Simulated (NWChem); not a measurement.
Species: BH, singlet; SMILES [BH]

Program: NWChem. Low-valent species are run as closed-shell singlets; no triplet was tried in these runs. Structure relaxed at the PBE0/def2-SVP level. Ions are spin-unrestricted doublets at the neutral geometry; other ion states weren't tried.

Q: Estimate the computed values for BHandHLYP/aug-cc-pVDZ. Quantities: vertical ionisation energy, ΔSCF (eV); −ε(HOMO) (eV).

A: 
```yaml
vertical ionisation energy, ΔSCF (eV): 9.52
"−ε(HOMO) (eV)": 7.79
```
